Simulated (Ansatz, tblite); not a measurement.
Removing an electron: (LiI)3 ring (Li₃I₃). The state is a singlet with charge 0. Geometry: PBE0-D4/def2-SVP. Ansatz, gas phase; energy differences of separate SCF runs; the oxidised species was run as a doublet alone.

Cartesian coordinates in Å:
```
Li 1.2374 0.8716 -1.4697
I 1.7724 -1.6284 -1.5144
Li 0.0775 -2.0800 0.3460
I -1.6678 -1.1748 1.9809
Li -1.3151 1.2083 1.1238
I -0.1045 2.8034 -0.4665
```

In the def2 sets I takes a core potential; there is no spin–orbit coupling. The xTB rows come from tblite. Correlated methods freeze 12 core orbitals; core or outer-core shells of Li, I are correlated, in sets that lack core-valence functions. The rows differ in basis, and correlated rows in double-zeta sets carry the largest basis error. In CCSD on the charge 1 doublet the largest single amplitude is 0.25, so its Hartree–Fock determinant may place the open shell otherwise than the density functionals do.

Task: Estimate orbital energies and vertical ionisation energies at: GFN1-xTB; GFN2-xTB; HF/def2-SVP; PBE0-D4/def2-TZVP; MP2/def2-SVP; CCSD/def2-SVP; CCSD(T)/def2-SVP.

Result: 
```tsv
level	−HOMO (eV)	vertical IE (eV)	−LUMO (eV)	HOMO–LUMO gap (eV)
GFN1-xTB	11.09	13.51	5.35	5.75
GFN2-xTB	10.92	13.16	4.21	6.72
HF/def2-SVP	–	8.91	–	–
PBE0-D4/def2-TZVP	7.41	8.94	0.94	6.47
MP2/def2-SVP	–	9.53	–	–
CCSD/def2-SVP	–	9.40	–	–
CCSD(T)/def2-SVP	–	9.39	–	–
```

Relaxing the oxidised species (PBE0-D4/def2-SVP) changes its energy by -1.01 eV at PBE0-D4/def2-TZVP, so the adiabatic ionisation energy to this nearest minimum is 7.94 eV. On the way I2–Li5 forms and I4–I6 forms. In the charge 1 doublet, I4 and I6 lie 3.28 Å apart (atoms count from 1), so these atoms are partly bonded to each other. Run but left out: PBE-D4/def2-TZVP, r2SCAN-D4/def2-TZVP (charge +1 doublet: an occupied level 0.05 eV above an empty one).  Raw xTB energy differences between charge states are shifted by several eV; the methods need an empirical correction for them.
